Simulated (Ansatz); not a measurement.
```xyz
13

C     0.702   -1.397    1.177
Si    0.692   -0.008   -0.088
Si   -1.189   -0.096   -1.471
As    0.797    2.068    1.059
H     1.581   -1.326    1.820
H    -0.188   -1.352    1.808
H     0.718   -2.370    0.680
H     1.925   -0.079   -0.924
H    -2.417    0.046   -0.640
H    -1.282   -1.380   -2.222
H    -1.152    1.023   -2.452
H     0.489    2.866   -0.200
H    -0.674    2.006    1.451
```

The species carries charge 0 and has multiplicity 1.

(1) List the B3LYP/def2-TZVPP orbital energies in eV (Ansatz). (Estimate.)

## Answers

(1) The calculation gave: Occupied: -11587.90, -1798.97, -1798.71, -1464.79, -1309.35, -1309.34, -1309.31, -276.66, -189.96, -143.51, -143.29, -137.14, -137.10, -137.01, -98.84, -98.81, -98.80, -98.60, -98.60, -98.60, -44.33, -44.31, -44.25, -44.22, -44.19, -19.38, -17.25, -14.94, -13.03, -11.46, -11.43, -10.23, -9.61, -9.59, -9.02, -8.66, -8.18, -6.90. Lowest empty: -0.35, 0.00, 0.15, 0.31, 0.88, 1.24, 1.31, 1.51.

B3LYP here is the variant with VWN-RPA as its local correlation; programs differ in this.
